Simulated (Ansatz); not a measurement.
Consider the ligand exchange at the Si–S bond: `O[SiH](O)S[SiH3]` + CH₃NH₂ → `CN[SiH3]` + `O[SiH](O)S`.

Calculated with Ansatz (gas phase, PBE0-D4/def2-TZVP geometries, no zero-point term in ΔE). CCSD(T)/CBS is the MP2 limit (def2-TZVPP, def2-QZVPP) plus CCSD(T) − MP2 in def2-TZVPP, frozen cores. DFT in def2-TZVPP. One conformer a species, not always the lowest.

`O[SiH](O)S[SiH3]`:

Z-matrix (Å, degrees):
```
Si
O 1 1.636
S 1 2.139 2 106.4
O 1 1.628 2 108.6 3 122.9
H 1 1.478 2 113.7 3 -121.0
H 2 0.959 1 117.5 3 36.9
Si 3 2.140 1 98.0 2 -159.1
H 4 0.959 1 117.9 2 -59.6
H 7 1.484 3 110.9 1 -51.9
H 7 1.483 3 105.9 1 -171.4
H 7 1.484 3 110.9 1 69.6
```

CH₃NH₂:

```xyz
7

C     0.154   -0.363   -0.409
N    -0.026    0.764    0.490
H    -0.458   -1.249   -0.183
H     1.202   -0.672   -0.398
H    -0.076   -0.052   -1.430
H     0.193    0.499    1.442
H    -0.989    1.072    0.487
```

`CN[SiH3]`:

Cartesian coordinates in Å:
```
C -0.500 1.286 0.220
N 0.155 0.271 -0.577
Si 0.365 -1.346 -0.043
H -0.924 2.068 -0.416
H -1.331 0.838 0.771
H 0.160 1.767 0.955
H 0.832 0.641 -1.224
H -0.966 -1.901 0.324
H 1.244 -1.514 1.156
H 0.967 -2.109 -1.166
```

`O[SiH](O)S`:

Z-matrix (Å, degrees):
```
Si
O 1 1.629
S 1 2.137 2 115.3
O 1 1.641 2 106.1 3 -122.0
H 1 1.476 2 107.0 3 115.4
H 2 0.959 1 117.6 3 88.8
H 3 1.345 1 94.4 2 -64.7
H 4 0.959 1 116.5 2 161.4
```

```
           species  r2SCAN0-D4 energy (Eh)
`O[SiH](O)S[SiH3]`             -1131.31354
            CH₃NH₂               -95.82643
        `CN[SiH3]`              -386.51662
      `O[SiH](O)S`              -840.61461
```

Problem. Work out ΔE.

Solution. ΔE = (-386.51662) + (-840.61461) − (-1131.31354) − (-95.82643) = 0.00874 Eh = +5.5 kcal/mol. CCSD(T)/CBS gives +5.0 kcal/mol.

Largest T1 diagnostic among the species: 0.012.

Leaving LDA and LC-ωPBE aside and taking each functional with its dispersion term where it has one, the values, not all of them listed here, spread over 3.4 kcal/mol, from CAM-B3LYP-D4 to PBE-D4. LDA lies −1.4 kcal/mol from PBE without D4. The D4 term adds +1.0 kcal/mol with B3LYP and +0.6 kcal/mol with PBE0; it sums over pairs of atoms, weighted by their polarisabilities, and B3LYP, whose exchange is more repulsive, gets the larger term. In def2-TZVPP, CCSD(T) changes the Hartree–Fock value by +1.8 kcal/mol (the triples alone add +0.6 kcal/mol) and MP2 by +2.4 kcal/mol.

B3LYP here is the variant with VWN-RPA as its local correlation; programs differ in this.
